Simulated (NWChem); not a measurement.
System: C₃H₄N₂; SMILES C1=NCN=C1

```xyz
9

C      0.7372     0.0000     0.9031
N      1.1817     0.0000    -0.2994
C      0.0000     0.0000    -1.1202
N     -1.1817     0.0000    -0.2994
C     -0.7372     0.0000     0.9031
H      1.3939     0.0000     1.7796
H      0.0000    -0.8814    -1.7877
H      0.0000     0.8814    -1.7877
H     -1.3939     0.0000     1.7796
```
Atoms are numbered in this order, from 1.

Level: PBE0/def2-SVP (NWChem), optimised geometry, unscaled harmonic frequencies. 

Q: List the harmonic frequencies with IR intensities, and the thermochemistry.

A: 
| frequency (cm⁻¹) | IR intensity (km/mol) |
|---|---|
| 398 | 34.0 |
| 583 | 0.0 |
| 839 | 1.0 |
| 871 | 8.4 |
| 914 | 24.4 |
| 989 | 0.0 |
| 993 | 1.1 |
| 1014 | 21.4 |
| 1022 | 70.6 |
| 1040 | 0.2 |
| 1172 | 0.0 |
| 1248 | 0.6 |
| 1299 | 3.0 |
| 1347 | 0.2 |
| 1364 | 40.5 |
| 1614 | 6.5 |
| 1711 | 0.4 |
| 3063 | 0.0 |
| 3109 | 0.0 |
| 3205 | 6.0 |
| 3219 | 11.1 |

```json
{
  "zero_point_energy": "44.3 kcal/mol",
  "thermal correction to the enthalpy at 298.15 K (with zero-point energy)": "47.3 kcal/mol",
  "heat capacity Cv": "12.8 cal/(mol K)",
  "entropy at 298.15 K and 1 atm (symmetry number 2)": "63.9 cal/(mol K)",
  "dipole_moment": "1.01 D"
}
```

Rigid rotor and harmonic oscillator.
